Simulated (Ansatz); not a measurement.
`[F][Ga]([F])[SH]` + HBr → `[F][Ga]([F])[Br]` + H₂S at 298.15 K and 1 bar (ligand exchange at a Ga–S bond).

Computed with Ansatz on PBE0-D4/def2-TZVP structures; ΔE is electronic, products minus reactants. CBS: MP2 limit from def2 TZ/QZ plus the TZ coupled-cluster correction, frozen cores. This one scheme is used for every species. For Br, Ga outer-core shells are correlated without core-valence functions, which leaves a few kJ/mol of doubt a bond. Scalar relativity is left out up to krypton. One conformer a species, not always the lowest.

```
           species  CCSD(T)/CBS energy (Eh)  H − E (kJ/mol)  S (J/(mol·K))
`[F][Ga]([F])[SH]`              -2522.02273            53.7          328.4
               HBr              -2573.91920            24.6          198.6
`[F][Ga]([F])[Br]`              -4696.97905            29.8          324.4
               H₂S               -398.97279            49.9          205.7
```

H − E and S are ideal-gas, rigid-rotor, harmonic terms from PBE0-D4/def2-TZVP, for one conformer and one mirror image of each species. 1 Eh = 2625.50 kJ/mol, R = 8.31446 J/(mol·K).

Q: By hand: ΔE, ΔH, ΔS and ΔG.

A: ΔE = (-4696.97905) + (-398.97279) − (-2522.02273) − (-2573.91920) = -0.00991 Eh = -26.0 kJ/mol. Δ(H − E) = 29.8 + 49.9 − 53.7 − 24.6 = 1.4, so ΔH = -24.6 kJ/mol. ΔS = 324.4 + 205.7 − 328.4 − 198.6 = 3.1 J/(mol·K). ΔG = -24.6 − 298.15 × (3.1)/1000 = -25.5 kJ/mol.

Q: By hand: the equilibrium constant, and the temperature at which ΔG would vanish if ΔH and ΔS stayed fixed.

A: log₁₀ K = −ΔG/(RT ln 10) = 4.5. ΔH and −TΔS have one sign here, so there is no such temperature.

The number of gas molecules stays the same, so ΔS is small and ΔH decides. A doubt of 5 kJ/mol in ΔE shifts log₁₀ K by 0.9 here. Other conformers and mirror images would add mixing entropy, several J/(mol·K) or more a flexible species. These are equilibria of isolated gas molecules and say nothing of rates. Largest T1 diagnostic: 0.014 (customary marks: 0.02 for closed shells, 0.045 for open ones).

ΔS is within the doubt of such terms, so its sign, and with it that verdict, could turn.
